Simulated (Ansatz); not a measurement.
Basis sets compared for Sn7Ge7H20, an alloyed nanocrystal cut from the lattice of tin (7 Ge, random). Charge 0, multiplicity 1. Geometry r2SCAN-D4/def2-SVP. Ansatz on 2 threads of AMD EPYC 7R13 on a shared host and a share (18 GiB) of an NVIDIA H100 80GB HBM3; times are rough, and most runs start from earlier orbitals.

```xyz
34

Sn   -0.4135    0.8458    3.8326
Sn   -1.9387   -0.2019   -3.5296
Sn   -1.7753   -1.6932    0.6603
Sn   -0.7690    2.4122   -0.1091
Ge    2.9664    1.6806    1.5637
Ge    1.7030   -0.6763   -1.4277
Sn    2.1431   -2.2651    2.3392
Sn   -2.1913    2.3903   -2.5180
Ge   -1.8213    0.7470    1.6235
Ge    2.0545    0.1858    3.2531
Sn   -3.1994   -1.9326   -1.7345
Ge    0.6227   -0.7596   -3.6111
Ge    0.7296   -2.2738    0.1354
Ge    1.6865    1.5811   -0.5072
H    -1.0475   -0.2394    5.0073
H    -0.4631    2.4345    4.4919
H    -2.5972   -0.3357   -5.1181
H    -2.3559   -2.7845    1.8649
H    -0.7188    3.9889    0.5906
H     2.9612    3.1314    2.0882
H     4.4328    1.2919    1.2801
H     3.1853   -1.0784   -1.6317
H     1.4771   -3.3597    3.4857
H     3.7686   -2.7343    2.0288
H    -3.8412    2.7908   -2.2365
H    -1.5545    3.5551   -3.6130
H    -3.2853    1.1557    1.9165
H     2.9238    0.3059    4.5276
H    -4.8587   -1.5200   -1.5402
H    -3.1327   -3.5618   -2.2864
H     0.8333   -2.1659   -4.2104
H     1.3251    0.2473   -4.5473
H     0.7836   -3.6722   -0.5266
H     2.3667    2.5098   -1.5419
```

In the def2 sets Sn takes a core potential, while STO-3G treats all electrons; there is no spin–orbit coupling. Single mean-field runs in def2-SVP, def2-TZVP are fitted with def2-universal-jkfit.

STO-3G and 6-31G are all-electron sets without relativity, so their totals don't compare with the def2 sets.

Binding counts from free atoms (Sn triplet, Ge triplet, H doublet) in the same basis, without a counterpoise term.

```csv
level,functions,energy (Eh),HOMO (eV),LUMO (eV),binding per atom (eV),wall time
HF/STO-3G,335,-56117.8675,-6.18,7.96,3.71,6.5 s
HF/def2-SVP,506,-16031.0120,-8.70,1.55,1.81,5.5 s
PBE-D4/def2-SVP (with forces),506,-16047.3760,-5.91,-2.14,2.65,7 s
PBE0-D4/def2-SVP,506,-16047.8624,-6.79,-1.40,2.65,7 s
```

(1) Estimate the rows for PBE-D4/def2-TZVP, PBE0-D4/def2-TZVP.

## Answers

(1) 
```csv
level,functions,energy (Eh),HOMO (eV),LUMO (eV),binding per atom (eV),wall time
PBE-D4/def2-TZVP,806,-16049.2687,-5.96,-2.27,2.66,5.5 s
PBE0-D4/def2-TZVP,806,-16049.7410,-6.81,-1.51,2.66,6.5 s
```
